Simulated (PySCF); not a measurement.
C2H6N, SMILES [CH2]NC, multiplicity 2.

Geometry: ωB97X-D3(BJ)/def2-TZVP. The isomer is the one that the SMILES or the coordinates give; other isomers of the formula were not compared.

Level of theory: PySCF with SMD-ωB97X/6-31G*.

Solvation free energies are E(SMD) − E(gas) at the gas-phase geometry, for 1 M in both phases. In vacuum the dipole moment is 1.16 D.

Estimate the solvation free energies in water, chloroform, 2-propanol. (An estimate is asked for; the answer gives what the named calculation found.)


```json
[
 {"solvent": "water", "ΔG(solv) (kcal/mol)": "-1.4", "its non-electrostatic (CDS) part": "3.0", "dipole (D)": "1.51"},
 {"solvent": "chloroform", "ΔG(solv) (kcal/mol)": "-3.0", "its non-electrostatic (CDS) part": "0.0", "dipole (D)": "1.40"},
 {"solvent": "2-propanol", "ΔG(solv) (kcal/mol)": "-3.1", "its non-electrostatic (CDS) part": "1.0", "dipole (D)": "1.49"}
]
```
